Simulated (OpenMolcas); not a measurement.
## Pt2+ in a point-charge field

Pt2+ among 5 point charges of -2 e arranged as a trigonal bipyramid (D3h), 2.29 Å from the ion, with the axial distance 2.450 Å.

- Program: OpenMolcas
- Method: CASSCF
- Basis: ANO-RCC-VDZP [7s6p4d2f]
- Scalar Hamiltonian: DKH2, point nucleus
- Active space: 8 electrons in 5 orbitals (5d)
- State averaging: 2S+1 = 3 even, 10 roots; 2S+1 = 1 even, 15 roots
- Spin-orbit coupling: state interaction with AMFI integrals over the reference wave functions

The lowest spin-free states (labels of D3, the rotations of D3h), above the lowest:

| State | Degeneracy | E (cm-1) | Free-ion L (%) |
| --- | --- | --- | --- |
| 3E | 2 | 0.0 | F (100) |
| 3E | 2 | 3396 | F (96) |
| 3A1 | 1 | 5825 | F (100) |
| 3A2 | 1 | 5885 | F (100) |
| 3A2 | 1 | 6312 | F (100) |
| 1A1 | 1 | 10339 | D (72) |
| 1E | 2 | 13069 | D (87) |
| 1E | 2 | 14923 | D (80) |
| 3E | 2 | 15957 | P (96) |
| 3A2 | 1 | 17711 | P (100) |
| 1E | 2 | 19538 | G (80) |
| 1A1 | 1 | 20154 | G (71) |
| 1E | 2 | 21629 | G (100) |
| 1E | 2 | 21879 | G (87) |
| 1A1 | 1 | 22411 | G (100) |
| 1A2 | 1 | 22579 | G (100) |
| 1A1 | 1 | 46336 | S (99) |

The lowest levels with spin-orbit coupling:

| E (cm-1) | Degeneracy | Label | 2S+1 | g |
| --- | --- | --- | --- | --- |
| 0.0 | 1 | A2 | 3 |  |
| 2.5 | 1 | A1 | 3 |  |
| 732.4 | 2 | E | 3 | 0.00 0.00 4.66 |
| 2472 | 2 | E | 3 | 0.00 0.00 1.90 |
| 3289 | 1 | A1 | 3 (90 %) |  |
| 4847 | 2 | E | 3 | 0.00 0.00 9.87 |
| 9278 | 2 | E | 3 (67 %) | 0.00 0.00 4.85 |
| 9760 | 1 | A1 | 3 (52 %) |  |
| 10559 | 2 | E | 3 (77 %) | 0.00 0.00 1.31 |
| 12485 | 1 | A2 | 3 |  |
| 12998 | 2 | E | 3 (83 %) | 0.00 0.00 3.95 |
| 13851 | 2 | E | 3 (76 %) | 0.00 0.00 2.78 |
| 14027 | 1 | A2 | 3 |  |
| 14079 | 1 | A1 | 3 |  |
| 18663 | 2 | E | 3 | 0.00 0.00 2.40 |
| 21043 | 2 | E | 3 | 0.00 0.00 4.32 |
| 22610 | 1 | A1 | 3 |  |
| 23387 | 1 | A1 | 3 (76 %) |  |
| 24227 | 1 | A1 | 1 (65 %) |  |
| 25047 | 1 | A2 | 3 |  |

Powder χT (cm3 K/mol): 1.48 at 2 K, 1.85 at 10 K, 1.98 at 50 K, 2.12 at 100 K, 2.38 at 200 K, 2.6 at 300 K. The effective moment at 300 K is 2.828 √(χT) = 4.56 μB.

The lowest level has 2S+1 = 3, for which the spin-only value is χT = S(S+1) / 2 = 1.000 cm3 K/mol (g = 2). The computed 2.597 at 300 K differs by +1.597, through orbital momentum, spin-orbit coupling and any other state in reach.

An orbital doublet at a regular site is open to a Jahn-Teller distortion, which this geometry leaves out. Without dynamic correlation the repulsion within the d shell is too large (B by tens of per cent), so at a given field states of lower spin stand too high. Real 4d8 and 5d8 ions are as a rule square planar and diamagnetic. Point charges give a weaker field than real ligands, and real ions of this kind are as a rule low spin; the high spin found here belongs to the model. This is an electrostatic model: the charges have no orbitals. No measured value stands beside these numbers.

With an even number of electrons the g values are those of a degenerate or nearly degenerate non-Kramers pair.
